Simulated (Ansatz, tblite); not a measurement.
Forces on the cluster Hg₂Cl₄⁺ at its PBE0-D4/def2-SVP geometry. The state is a doublet with charge 1.

In the def2 sets Hg takes a core potential; there is no spin–orbit coupling. The xTB rows come from tblite. In the doublet, Cl3 and Cl6 lie 2.04 Å apart (atoms count from 1), so these atoms are partly bonded to each other. Another isomer (doublet) lies 0.82 eV lower at PBE0-D4/def2-TZVP; other spin states weren't run for this one.

GFN1-xTB (tblite), largest force 0.83 eV/Å:

```xyz
6
positions Å, forces eV/Å
Hg    0.953   -1.487    0.433    0.039    0.015   -0.401
Hg   -1.321    1.635    1.775   -0.207    0.299    0.042
Cl   -0.132    0.522   -1.814   -0.352    0.464    0.306
Cl    0.096   -0.586    2.438   -0.045    0.027    0.218
Cl    1.682   -2.195   -1.596    0.094   -0.120   -0.105
Cl   -1.278    2.110   -1.236    0.472   -0.685   -0.061
```

GFN2-xTB (tblite), largest force 0.82 eV/Å:

```
Hg 0.317 -0.346 -0.671
Hg -0.282 0.384 0.188
Cl -0.181 0.259 0.048
Cl -0.059 -0.020 0.583
Cl 0.020 -0.043 0.072
Cl 0.185 -0.234 -0.219
```

PBE-D4/def2-TZVP (Ansatz), largest force 0.37 eV/Å:

```
Hg -0.105 0.129 0.130
Hg -0.025 0.053 -0.090
Cl -0.206 0.288 0.095
Cl 0.137 -0.177 -0.136
Cl -0.012 0.008 0.054
Cl 0.211 -0.302 -0.053
```
